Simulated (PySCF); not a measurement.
## Identify the compound

An unknown has the formula C7H7Cl. Its calculated NMR data are:

¹H NMR (400 MHz, computed): δ 6.30 (m, 1H), 6.18 (d, 1H), 5.91 (m, 1H), 5.77 (m, 1H), 2.94 (m, 2H), 2.63 (d, 1H).

¹³C{¹H} NMR (computed): δ 153.6 (CH), 139.7 (CH), 132.5 (CH), 117.5 (CH), 88.1 (CH), 86.3 (C), 41.9 (CH2).

Level of theory: geometry: GFN2-xTB, shieldings: GIAO PBE0/pcSseg-1, in PySCF 2.14.0 with density-fitted response routines (isolated molecule, no relativistic terms, one computed conformer, equivalent nuclei averaged).

Shifts are taken against calculated references (same method and geometry level): TMS for ¹H (σ = 31.72 ppm), ¹³C (σ = 186.93 ppm).

What is the structure?

## Answers


Rings plus π bonds: 4 (no ring in the answer). 7 carbon signals for 7 carbons: no two carbons are equivalent. Carbon types of the structure: 1 × C, 5 × CH, 1 × CH2, which accounts for all hydrogens. δC 153.6, 139.7, 132.5, 117.5: alkene CH; the olefinic region. δC 88.1: terminal alkyne carbon; sp carbons lie upfield of alkene carbons because the cylindrical π system leaves one tensor component strongly shielded. δC 86.3: alkyne carbon; the triple bond shields along its axis, which puts it between sp3 and sp2 carbons. δC 41.9: allylic sp3 CH2; aliphatic region, no heteroatom directly attached. δH 6.30, 6.18, 5.91, 5.77: hydrogen on an alkene CH; a vinylic proton, deshielded by the sp2 carbon and the C=C anisotropy. δH 2.94: hydrogen on an allylic sp3 CH2; allylic position. δH 2.63: hydrogen on a terminal alkyne carbon; it lies on the axis of the triple bond, in its shielding cone.

These data were computed for SMILES C#C/C=C/C/C=C/Cl.

The shifts were computed for this structure.

Carbons that carry Cl, above all several Cl atoms, come out too deshielded, partly because spin–orbit coupling is missing. Shifts are as computed. Against solution values, carbons near 30 ppm lie about +3 ppm off and those near 130 ppm about +5 ppm; carbons on Cl a further +6 ppm. Of 1211 compounds with measured shifts, 218 miss one by over three times the rms of a fit or turn the order of signals round; such compounds aren't used in these exercises. Multiplicities follow the n + 1 count of equivalent neighbours, as no J values were calculated; m marks all less simple cases, F and P coupling included.
